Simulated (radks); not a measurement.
Results of a calculation; reference values are marked as such.
Numerical settings for neutral germanium, [Ar] 3d10 4s2 4p2. Level of theory: Dirac Kohn-Sham, PBE, spin-unpolarised, spherical densities, point nucleus; open shells fill j = l - 1/2 first (a radial shooting solver on a logarithmic mesh with Libxc functionals). The defaults (mesh step 0.008 in ln r, mesh end at 40 bohr or more with all orbitals vanishing there, Anderson mixing 0.5 over 9 steps, residual threshold near 1e-9 with the energy settled to 1e-9 hartree or 1e-11 of itself, here a cap of 99 iterations) give E = -2098.9417 hartree and 4p1/2 at -3.947 eV in 15 iterations. Times are rough (one thread of a shared host). Changes against that run (0 stands for a change within the tolerance of the run):

| setting | iterations | converged | E (mhartree) | e(4p1/2) (meV) | CPU (s) |
|---|---|---|---|---|---|
| mesh step in ln r 0.08 | 19 | no | diverged | - | 0.05 |
| mesh step in ln r 0.005 | 15 | yes | 0 | 0 | 0.2 |
| mesh step in ln r 0.12 | 2 | no | diverged | - | 0.02 |
| mesh end (bohr) 20 | 15 | yes | 0 | 0 | 0.12 |
| mesh end (bohr) 8 | 15 | yes | +3.53 | +209 | 0.12 |
| residual threshold 1e-13 | 22 | yes | 0 | 0 | 0.16 |
| residual threshold 1e-05 | 10 | yes | 0 | +0.013 | 0.11 |
| mixing 1.5 | 14 | yes | 0 | 0 | 0.13 |
| linear mixing, mixing 1 | 99 | no | +6.84e+04 | -4.14e+05 | 2.5 |
| linear mixing, mixing 0.8 | 99 | no | +1.82e+04 | -3.69e+04 | 1.9 |
| mixing history 2 | 23 | yes | 0 | 0 | 0.17 |
| iteration cap 5 | 5 | no | +2.01 | +155 | 0.05 |

Settings that end as converged yet miss the energy by more than 1 mhartree: mesh end (bohr) 8 (+0.00353 hartree). A mesh that ends early acts as a hard wall.
